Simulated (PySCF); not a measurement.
**Dipole response of N⁺ (nitrogen, charge +1)**

[He] 2s2 2p2, high-spin 3P determinant. Calculation: PySCF 2.14, in aug-cc-pVTZ (5s4p3d2f, 46 functions); the non-relativistic Hamiltonian (point nucleus). Coupled (time-dependent) response in atomic units; α is the mean over directions.

```json
{"method": "UHF", "mean α (bohr³)": "3.937", "α xx, yy, zz": "4.005, 3.903, 3.903", "C₆ (like pair)": "8.278", "S(−4)": "13.36"}
{"method": "PBE", "mean α (bohr³)": "3.928", "α xx, yy, zz": "3.940, 3.921, 3.921", "C₆ (like pair)": "8.555", "S(−4)": "10.38"}
{"method": "PBE0", "mean α (bohr³)": "3.879", "α xx, yy, zz": "3.910, 3.864, 3.864", "C₆ (like pair)": "8.371", "S(−4)": "10.45"}
{"method": "BP86", "mean α (bohr³)": "3.925", "α xx, yy, zz": "3.934, 3.920, 3.920", "C₆ (like pair)": "8.562", "S(−4)": "10.28"}
{"method": "PW91", "mean α (bohr³)": "3.919", "α xx, yy, zz": "3.936, 3.910, 3.910", "C₆ (like pair)": "8.505", "S(−4)": "10.46"}
```

S(−4) is the Cauchy moment in α(ω) = α(0) + S(−4) ω² + …

α(iu) at UHF:

```json
{"u (hartree)": "0", "α(iu) (bohr³)": "3.937"}
{"u (hartree)": "0.0500", "α(iu) (bohr³)": "3.904"}
{"u (hartree)": "0.100", "α(iu) (bohr³)": "3.812"}
{"u (hartree)": "0.200", "α(iu) (bohr³)": "3.514"}
{"u (hartree)": "0.300", "α(iu) (bohr³)": "3.157"}
{"u (hartree)": "0.500", "α(iu) (bohr³)": "2.490"}
{"u (hartree)": "0.750", "α(iu) (bohr³)": "1.861"}
{"u (hartree)": "1.00", "α(iu) (bohr³)": "1.422"}
{"u (hartree)": "1.50", "α(iu) (bohr³)": "0.8920"}
{"u (hartree)": "2.00", "α(iu) (bohr³)": "0.6048"}
{"u (hartree)": "3.00", "α(iu) (bohr³)": "0.3271"}
{"u (hartree)": "5.00", "α(iu) (bohr³)": "0.1392"}
```

A single London oscillator, α(iu) = α/(1 + u²/ω²), gives C₆ = (3/4) ω α². Matching the computed C₆ needs ω = 4 × 8.278 / (3 × 3.937²) = 0.712 hartree.

For an ion, C₆ is the dispersion term alone; charge-induced terms of lower order in 1/R come first.

The components differ because the open shell of this determinant is not spherical; for a pure term their mean is the scalar polarisability.
